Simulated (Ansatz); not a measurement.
C2H7BO2 (`CCOBO`). Charge 0, multiplicity 1.

Cartesian coordinates in Å:
```
C 1.339 1.057 -0.285
C 0.677 -0.275 -0.542
O -0.721 -0.187 -0.327
B -1.324 -0.823 0.708
O -2.662 -0.692 0.888
H 2.408 0.998 -0.505
H 0.900 1.832 -0.916
H 1.219 1.355 0.759
H 1.105 -1.051 0.103
H 0.827 -0.584 -1.581
H -0.707 -1.505 1.477
H -3.062 -0.126 0.221
```

Q: Give the diagnostics of a CCSD(T)/def2-TZVPP run (frozen core, the Gaussian-basis code of Ansatz). (Estimate.)

A: Ansatz gave: T1 = 0.0121, largest single amplitude 0.018, largest double 0.010, (T) share of the correlation energy 3.5 %, 9 CCSD cycles. The RHF solution is stable towards an unrestricted one. T1 lies under the customary mark of 0.02 for closed shells.
